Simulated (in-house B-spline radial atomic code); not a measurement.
BLYP excitations of Bi IV (Bi3+)

Method: BLYP. Computed with an all-electron radial atomic-structure program (B-spline basis): linear response of the closed shell [Xe] 4f14 5d10 6s2 with the functional's adiabatic kernel; scalar-relativistic (spin-free one-electron X2C), finite nucleus, no spin-orbit coupling, no double excitations, S, P, D and F terms only; shells from n = 4 respond. Only terms of natural parity with L up to 3 were computed.

Spin-orbit coupling is strong here, so these LS terms don't match observed levels.

Command:
```bash
python run_td.py task.json out
```
Settings (radii: box in bohr, nucleus in fm):
```
Z                        83
electrons                80
configuration            [Xe] 4f14 5d10 6s2
hamiltonian              x2c
method                   b88,lyp
box_radius               23.08
rms_radius               5.5211
intervals                71
```

Run time, properties included: 2.1 s on 1 thread of AMD EPYC 9R14 (Zen 4) (shared host).

The lowest states, in the order of their Tamm-Dancoff energies; the method's threshold (minus the highest occupied level) is 39.94 eV. Labels give the largest channel, * marks a mixed state, and oscillator strengths are full-response dipole values. Semilocal kernels can invert the small singlet-triplet splittings of Rydberg terms. Energies in eV:

| state | full response | Tamm-Dancoff | oscillator strength |
| --- | --- | --- | --- |
| 6s → 6p 3P | 11.247 | 11.301 | - |
| 6s → 6p 1P | ? | ? | ? |
| 6s → 7s 3S | 23.958 | 23.960 | - |
| 6s → 6d 3D | 24.024 | 24.034 | - |
| 6s → 7s 1S | ? | ? | - |
| 6s → 6d 1D | 24.539 | 24.547 | - |
| 5d → 6p 3P | 26.178 | 26.204 | - |
| 5d → 6p 3F | 26.194 | 26.221 | - |
| 5d → 6p 1F | 26.766 | 26.769 | - |

**Question.** Where does 6s → 6p 1P lie?

**Answer.** At 14.011 eV in full response, 14.453 eV in Tamm-Dancoff, oscillator strength 1.53.

**Question.** Where does 6s → 7s 1S lie?

**Answer.** At 24.492 eV in full response, 24.523 eV in Tamm-Dancoff.

**Question.** How large is the singlet-triplet splitting of 6s → 6p (P terms) in Tamm-Dancoff?

**Answer.** 3.15 eV, from the unrounded values.

**Question.** What polarisabilities and dispersion coefficient does the method give?

**Answer.** Dipole 9.548 bohr³, quadrupole 26.57 bohr⁵, C6 58.65 hartree·bohr⁶ for two such species.
